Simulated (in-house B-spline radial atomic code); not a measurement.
Checks on a self-consistent run for the cadmium ion Cd⁶⁺, [Kr] 4d5 5f1. Computed with a B-spline radial code for spherical atoms: Dirac-Hartree-Fock, average of configuration, Fermi nucleus of rms radius 4.6087 fm.

| orbital | q | ε (Eh) | <1/r> | <r²> | small-component weight |
| --- | --- | --- | --- | --- | --- |
| 1s1/2 | 2 | -991.52653 | 50.6417 | 0.00124922 | 0.030978 |
| 2s1/2 | 2 | -153.99879 | 11.7174 | 0.0203118 | 0.0065367 |
| 2p1/2 | 2 | -143.21684 | 11.6605 | 0.0152255 | 0.0065162 |
| 2p3/2 | 4 | -136.11036 | 10.9309 | 0.0165325 | 0.0062459 |
| 3s1/2 | 2 | -33.43894 | 4.13221 | 0.144751 | 0.0018739 |
| 3p1/2 | 2 | -29.07545 | 4.03001 | 0.140363 | 0.0018101 |
| 3p3/2 | 4 | -27.76339 | 3.85577 | 0.148785 | 0.0017405 |
| 3d3/2 | 4 | -20.11496 | 3.67883 | 0.130389 | 0.0016091 |
| 3d5/2 | 6 | -19.85221 | 3.63333 | 0.132949 | 0.0015879 |
| 4s1/2 | 2 | -8.55911 | 1.60627 | 0.827124 | 0.00048875 |
| 4p1/2 | 2 | -6.99569 | 1.50548 | 0.919767 | 0.00044181 |
| 4p3/2 | 4 | -6.75041 | 1.45679 | 0.966678 | 0.00042506 |
| 4d3/2 | 2 | -4.41825 | 1.24598 | 1.26795 | 0.00032762 |
| 4d5/2 | 3 | -4.38197 | 1.23371 | 1.28854 | 0.00032303 |
| 5f5/2 | 0.42857 | -1.16140 | 0.396267 | 14.784 | 5.7028e-05 |
| 5f7/2 | 0.57143 | -1.16095 | 0.395507 | 14.8053 | 5.6815e-05 |

Electron-electron repulsion V_ee = 1941.7932 hartree.

(1) What total energy follows from the eigenvalues?

(2) Does the Dirac virial theorem hold?

(3) What diamagnetic shielding (Lamb formula) and susceptibility (Langevin formula) do the radii give?

Answers

(1) The eigenvalues count the repulsion twice, so E = Σqε - V_ee = -3638.836 - 1941.793 = -5580.629 hartree; the run printed -5580.629.

(2) For a point nucleus E = -2c²Σq·w, with w the small-component weight. Here Σq·w = 0.14858 and c = 137.0360, so the ratio E/(-2c²Σq·w) is 1.000042; the finite nucleus accounts for the departure from 1.

(3) σ = (α²/3)Σq<1/r> = 278.665/(3·137.036²) = 4946.4 ppm, and χ = -0.79199×10⁻⁶·Σq<r²> = -24.7×10⁻⁶ cm³/mol with Σq<r²> = 31.183 bohr². Both are non-relativistic formulas without the paramagnetism of open shells.
